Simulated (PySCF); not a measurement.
Vertical excitations of a molecule C₅H₉N from TDDFT-B3LYP/def2-SVPD run with PySCF 2.14.0, as energy in eV (oscillator strength): 4.52 (0.051), 5.76 (0.026), 6.09 (0.045), 6.51 (0.208), 6.64 (0.043), 7.00 (0.033), 7.06 (0.044), 7.35 (0.011), 7.52 (0.027), 7.70 (0.164). Lowest triplet (TDA): 3.58 eV. The structure is a stationary point at B3LYP-D3(BJ)/def2-SVP. Other conformers were not sampled.

Question: Identify the compound among the candidates.
A. CC#C[C@@H](C)N
B. C=CC1CNC1
C. C=C=CCNC
D. C=C(C)/N=C/C

Answer: D, C=C(C)/N=C/C
